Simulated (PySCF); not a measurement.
Bonds (- single, = double, # triple, : aromatic): C1-C2, C2-Si3, Si3-C4, C4-C5, C5-Si6, Si6-C7, C7-C8, Si6-C1, C8-Si3. C1 carries H9, H10; C2 carries H11, H12; Si3 carries H13; C4 carries H14, H15; C5 carries H16, H17; Si6 carries H18; C7 carries H19, H20; C8 carries H21, H22.

- shielding tensors at PBE0/pcSseg-1 (GIAO)
- structure optimised with GFN2-xTB
- program: PySCF 2.14.0 with density-fitted response routines
- one computed conformer, relativity neglected, gas phase, equivalent nuclei averaged

Chemical shifts δ = σref − σ; TMS for 13C, 1H, 29Si, all at this level.

```
                                         atoms  nucleus  count  δ (ppm)
H9/H10/H11/H12/H14/H15/H16/H17/H19/H20/H21/H22       1H     12     1.03
                                       Si3/Si6     29Si      2        ?
                             C1/C2/C4/C5/C7/C8      13C      6        ?
                                       H13/H18       1H      2     4.13
```

Complete the table.

Answers


- C1/C2/C4/C5/C7/C8: 4.8 ppm, sp3 CH2 bonded to Si; an electropositive neighbour leaves it electron-rich and shielded
- Si3/Si6: -33.7 ppm, silicon bonded to 3 C, H, in a 6-membered ring

Shifts are as computed. Against solution values, carbons near 30 ppm lie about +3 ppm off and those near 130 ppm about +5 ppm. Of 1211 compounds with measured shifts, 218 miss one by over three times the rms of a fit or turn the order of signals round; such compounds aren't used in these exercises.
